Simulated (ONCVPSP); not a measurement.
## Before and after: ONCV potential for W (Z = 74)

```json
{
  "Element": "W (Z = 74)",
  "Generator": "ONCVPSP 4.0.1",
  "Type": "optimised norm-conserving Vanderbilt (ONCV)",
  "Functional": "BLYP",
  "Relativity": "fully relativistic",
  "Frozen core": "[Xe] 4f14",
  "Valence charge": "6",
  "Reference configuration": "5d4 6s1.5 6p0.5",
  "Partial waves": "6s: rc 2.25 bohr, ncon 4, nbas 7, qcut 2.4 1/bohr, 3 projectors, debl 2.9 Ha; 6p: rc 3.05 bohr, ncon 3, nbas 8, qcut 2.8 1/bohr, 1 projector; 5d: rc 2.65 bohr, ncon 4, nbas 8, qcut 6.6 1/bohr, 1 projector",
  "Local potential": "polynomial inside 1.80 bohr (lpopt 5, dvloc0 3 Ha)",
  "Core correction": "polynomial model core, fcfact 0.75"
}
```

Open shells are filled in proportion to 2j + 1.

All-electron outer shells of the reference configuration (BLYP, scalar-relativistic, ld1.x):

```json
{"shell": "5p", "level (eV)": "-43.86", "outermost node (bohr)": "0.57", "outermost maximum (bohr)": "1.09"}
{"shell": "4f", "level (eV)": "-33.80", "outermost node (bohr)": "–", "outermost maximum (bohr)": "0.43"}
{"shell": "6s", "level (eV)": "-6.16", "outermost node (bohr)": "1.28", "outermost maximum (bohr)": "2.64"}
{"shell": "5d", "level (eV)": "-5.08", "outermost node (bohr)": "0.63", "outermost maximum (bohr)": "1.49"}
{"shell": "6p", "level (eV)": "-1.68", "outermost node (bohr)": "1.53", "outermost maximum (bohr)": "3.70"}
```

Change: s: qcut 3; p: qcut 3.6; d: qcut 8.4.

Cutoffs: the cutoffs (Ha) at which the residual kinetic energy of the hardest occupied pseudo-wave falls to 1 and 0.1 mHa per electron; they do not see the model core or the augmentation charge, which bear on the density cutoff. Errors are all-electron minus pseudo energies relative to the spin-unpolarised reference configuration.

Problem. What does the change do?

Solution. The potential gets harder (13 Ha and 21 Ha → 16 Ha and 22 Ha); both files keep a bound ghost (s); of the 4 tests that both files solve, the error grows in 2 and shrinks in 0 by more than 15 % and 0.3 meV (median size 13.4 → 14.7 meV); the range in which the d5/2 phases agree widens (upper end 0.9 → 4.5).

```tsv
quantity	base	changed
cutoff, loose	13 Ha	16 Ha
cutoff, tight	21 Ha	22 Ha
loose cutoff by channel	s 4.5 Ha, p 2.3 Ha, d 13 Ha	s 3.9 Ha, p 3.1 Ha, d 16 Ha
bound ghosts	s	s
GHOST(+) flags under 300 eV	s at 176.0 eV	s at 149.2 eV
error for 5d4 6s2 6p0, meV [ΔE -2.18 eV]	-0.6	-0.8
error for 5d4 6s1 6p0, meV [ΔE 6.64 eV]	-3.8	-4.4
error for 5d4 6s0 6p0, meV [ΔE 22.39 eV]	-23	-25
error for 5d3 6s2 6p1, meV [ΔE 1.75 eV]	-64	-77
s: phases at 2.28 bohr within 0.05 rad from the reference energy up to (Ha; the scan ends near 5)	to the end of the scan	4.6
p3/2: phases at 3.10 bohr within 0.05 rad from the reference energy up to (Ha; the scan ends near 5)	0.3	0.3
p1/2: phases at 3.10 bohr within 0.05 rad from the reference energy up to (Ha; the scan ends near 5)	0.5	0.6
d5/2: phases at 2.70 bohr within 0.05 rad from the reference energy up to (Ha; the scan ends near 5)	0.9	4.5
d3/2: phases at 2.70 bohr within 0.05 rad from the reference energy up to (Ha; the scan ends near 5)	0.8	1.0
rms error of d²Exc/dni dnj with the model core, mHa	1.70	1.65
```

Base: The cutoffs count occupied waves only; projector 2 of the s channel, the hardest unoccupied one, needs 33 Ha at the loose tolerance. Changed file: The cutoffs count occupied waves only; projector 3 of the s channel, the hardest unoccupied one, needs 43 Ha at the loose tolerance. A true bound ghost makes a file unfit for plane-wave use even where its test errors are small: the radial tests pick states by their node count and pass the ghost by.
